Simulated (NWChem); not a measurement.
sulfuric acid (H2SO4); SMILES OS(=O)(=O)O

```xyz
7

O      0.8219     0.9514     0.8070
S     -0.1913    -0.0002    -0.0011
O     -0.8532     0.7882    -1.0038
O     -0.8621    -0.7892     0.9952
O      0.8306    -0.9507    -0.7993
H      1.0828     1.6826     0.2249
H      1.0866    -1.6817    -0.2147
```
Atoms are numbered in this order, from 1.

Program: NWChem. Pople sets run with spherical d functions. Coordinates come from a PBE0/def2-SVP optimisation. Atomic charges in e: unrestrained fits to the electrostatic potential beside Mulliken populations; buried atoms are poorly determined by the fit.

Problem. Predict the results for Hartree-Fock/6-31G*. Quantities: ESP O1; Mulliken O1; ESP S2; Mulliken S2; ESP O3; Mulliken O3; ESP O4; Mulliken O4; ESP O5; Mulliken O5; relative RMS misfit of the potential (%).

Solution. 
```yaml
ESP O1: -0.63
Mulliken O1: -0.79
ESP S2: 1.47
Mulliken S2: 1.85
ESP O3: -0.58
Mulliken O3: -0.65
ESP O4: -0.58
Mulliken O4: -0.65
ESP O5: -0.63
Mulliken O5: -0.79
relative RMS misfit of the potential (%): 13
```
